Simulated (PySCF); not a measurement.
## UHF on As⁺ (arsenic, charge +1)

Configuration: [Ar] 3d10 4s2 4p2, high-spin 3P determinant. Computed with PySCF 2.14 in 6-31G* (5s4p3d, 32 functions), with the non-relativistic Hamiltonian (point nucleus).

```json
{
 "Total energy": "-2233.554627 hartree",
 "One-electron energy": "-3101.6600 hartree",
 "Hartree (Coulomb) energy": "949.2952 hartree",
 "Exchange energy": "-81.1898 hartree",
 "Kinetic energy": "2232.81531 hartree",
 "⟨S²⟩": "2.0082",
 "⟨L²⟩": "2.023",
 "Sum of ⟨r⟩": "21.74 bohr",
 "Sum of ⟨r²⟩": "30.51 bohr²",
 "Traceless quadrupole moment −½Σ⟨3z² − r²⟩ along its main axis": "2.47 e·bohr²",
 "Density at the nucleus (Gaussians lack the cusp)": "23300 bohr⁻³",
 "Spin density at the nucleus": "0.0602 bohr⁻³",
 "Langevin diamagnetic susceptibility": "-24.2 ×10⁻⁶ cm³/mol",
 "Time after the integrals": "0.11 s of wall time on 1 thread of Neoverse-V1 (shared host)"
}
```

| shell | electrons | mean orbital energy (hartree) | spread (hartree) | rms radius, mean of both spins (bohr) |
| --- | --- | --- | --- | --- |
| 1s α | 1 | -432.97147 | 0 | 0.0537 |
| 1s β | 1 | -432.96543 | 0 | 0.0537 |
| 2s α | 1 | -56.72245 | 0 | 0.223 |
| 2s β | 1 | -56.72013 | 0 | 0.223 |
| 2p α | 3 | -50.57098 | 0.00163 | 0.198 |
| 2p β | 3 | -50.56508 | 0.00591 | 0.198 |
| 3s α | 1 | -8.42831 | 0 | 0.650 |
| 3s β | 1 | -8.41661 | 0 | 0.650 |
| 3p α | 3 | -6.27956 | 0.00044 | 0.671 |
| 3p β | 3 | -6.26372 | 0.02113 | 0.671 |
| 3d α | 5 | -2.48577 | 0.01226 | 0.749 |
| 3d β | 5 | -2.47748 | 0.02072 | 0.749 |
| 4s α | 1 | -1.10152 | 0 | 2.08 |
| 4s β | 1 | -0.91154 | 0 | 2.08 |
| 4p α | 2 | -0.67876 | 0 | 2.48 |
